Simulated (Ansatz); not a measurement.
Reaction (redistribution): `[CH3][Mg-]1[O]C(C(F)(F)F)=CC(C(F)(F)F)=[O+]1` + `[CH3][Al]([CH3])[F]` → `[CH3][Mg][CH3]` + `[CH3][Al-]1([F])[O]C(C(F)(F)F)=CC(C(F)(F)F)=[O+]1`

Program: Ansatz. Geometries: PBE0-D4/def2-TZVP. ΔE: electronic, gas phase. CBS: MP2 limit from def2 TZ/QZ plus the TZ coupled-cluster correction, frozen cores. DFT in def2-TZVPP. For Mg outer-core shells are correlated without core-valence functions, which leaves a few kJ/mol of doubt a bond.

CCSD(T)/CBS gives +27.7 kJ/mol.

Another level gave +28.5 kJ/mol. Which?
A. BLYP/def2-TZVPP
B. LDA (SPW92)/def2-TZVPP
C. ωB97M-V/def2-TZVPP
D. PBE0/def2-TZVPP

D. PBE0 28.5, ωB97M-V 23.5, BLYP 32.9, LDA (SPW92) 18.2 kJ/mol.

Largest T1 diagnostic among the species: 0.015.

From BLYP to BHLYP (50 % exact exchange), in def2-TZVPP and without D4, ΔE moves by −5.1 kJ/mol. The D4 term adds −6.0 kJ/mol with B3LYP and −3.6 kJ/mol with PBE0; it sums over pairs of atoms, weighted by their polarisabilities, and B3LYP, whose exchange is more repulsive, gets the larger term. At CCSD(T), def2-SVP lies +11.7 kJ/mol from the extrapolated value and def2-TZVPP −5.7 kJ/mol.

B3LYP here is the variant with VWN-RPA as its local correlation; programs differ in this.
